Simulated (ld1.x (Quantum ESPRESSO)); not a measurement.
**Transferability test, TM potential for Zr**

zirconium (Zr), norm-conserving Troullier–Martins (Kleinman–Bylander form), made with ld1.x (Quantum ESPRESSO) 7.5 (PBEsol, scalar-relativistic). Core [Ar] 3d10, reference 4s2 4p6 4d2 5s0 5p0 (charge +2). Waves: 4s (bound): rc 1.55 bohr; 4p (bound): rc 1.75 bohr; 4d (bound): rc 1.55 bohr. Local part: all-electron potential smoothed inside 1.30 bohr (lloc = -1). Core correction: Bessel-smoothed model core inside 1.45 bohr.

Energies are relative to the spin-unpolarised reference configuration 4s2 4p6 4d2 5s0 5p0; without spin polarisation the order of configurations can differ from experiment.

Problem. Give the all-electron excitation energy and the error of the potential for: 4s2 4p6 4d2 5s2 5p0; 4s2 4p6 4d2 5s1 5p0; 4s2 4p6 4d1 5s0 5p0; 4s2 4p6 4d3 5s0 5p0; 4s2 4p6 4d0 5s0 5p0; 4s2 4p5 4d2 5s2 5p0; 4s2 4p6 4d2 5s0 5p1.

Solution.

| valence configuration | charge | ΔE all-electron (eV) | error AE − PS (meV) |
| --- | --- | --- | --- |
| 4s2 4p6 4d2 5s2 5p0 | 0 | -20.080 | +1076 |
| 4s2 4p6 4d2 5s1 5p0 | +1 | -12.909 | +751 |
| 4s2 4p6 4d1 5s0 5p0 | +3 | 22.585 | +3.8 |
| 4s2 4p6 4d3 5s0 5p0 | +1 | -12.533 | +0.1 |
| 4s2 4p6 4d0 5s0 5p0 | +4 | 56.754 | +21 |
| 4s2 4p5 4d2 5s2 5p0 | +1 | 17.890 | +2309 |
| 4s2 4p6 4d2 5s0 5p1 | +1 | -9.164 | +53 |

Levels in the configuration 4s2 4p6 4d2 5s1 5p0:

```json
{"level": "4s", "all-electron (eV)": "-61.148", "pseudo (eV)": "-60.436"}
{"level": "4p", "all-electron (eV)": "-39.124", "pseudo (eV)": "-38.504"}
{"level": "4d", "all-electron (eV)": "-10.004", "pseudo (eV)": "-9.613"}
{"level": "5s", "all-electron (eV)": "-9.976", "pseudo (eV)": "-10.451"}
```

These tests converged, but a pseudo level misses the all-electron one widely, so the file describes the atom poorly there or has found another state: 4s2 4p6 4d0 5s0 5p0: empty 5s by 3.6 eV (a node warning on the way).
